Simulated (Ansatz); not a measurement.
`BNC` + `OBF` → `BOBF` + CH₃NH₂ at 500 K and 1 bar (ligand exchange at a B–N bond).

Program: Ansatz. Geometries: PBE0-D4/def2-TZVP. ΔE: electronic, gas phase. CCSD(T)/CBS adds triple-zeta CCSD(T) − MP2 to the extrapolated MP2 energy (def2 sets, frozen cores). This one scheme is used for every species. One conformer a species, not always the lowest.

```csv
species,CCSD(T)/CBS energy (Eh),H − E (kJ/mol),S (J/(mol·K))
`BNC`,-121.18426,231.8,309.7
`OBF`,-201.07426,102.6,282.2
`BOBF`,-226.48924,141.2,332.3
CH₃NH₂,-95.75281,191.8,270.3
```

H − E and S are ideal-gas, rigid-rotor, harmonic terms from PBE0-D4/def2-TZVP, for one conformer and one mirror image of each species. 1 Eh = 2625.50 kJ/mol, R = 8.31446 J/(mol·K).

Question: By hand: ΔE, ΔH, ΔS and ΔG.

Answer: ΔE = (-226.48924) + (-95.75281) − (-121.18426) − (-201.07426) = 0.01647 Eh = 43.2 kJ/mol. Δ(H − E) = 141.2 + 191.8 − 231.8 − 102.6 = -1.4, so ΔH = 41.8 kJ/mol. ΔS = 332.3 + 270.3 − 309.7 − 282.2 = 10.7 J/(mol·K). ΔG = 41.8 − 500 × (10.7)/1000 = 36.4 kJ/mol.

Question: By hand: the equilibrium constant, and the temperature at which ΔG would vanish if ΔH and ΔS stayed fixed.

Answer: log₁₀ K = −ΔG/(RT ln 10) = -3.8. ΔG = 0 at ΔH/ΔS = 3907 K, far beyond where these terms or the molecules hold.

The number of gas molecules stays the same, so ΔS is small and ΔH decides. A doubt of 5 kJ/mol in ΔE shifts log₁₀ K by 0.5 here. Other conformers and mirror images would add mixing entropy, several J/(mol·K) or more a flexible species. These are equilibria of isolated gas molecules and say nothing of rates. Largest T1 diagnostic: 0.013 (customary marks: 0.02 for closed shells, 0.045 for open ones).
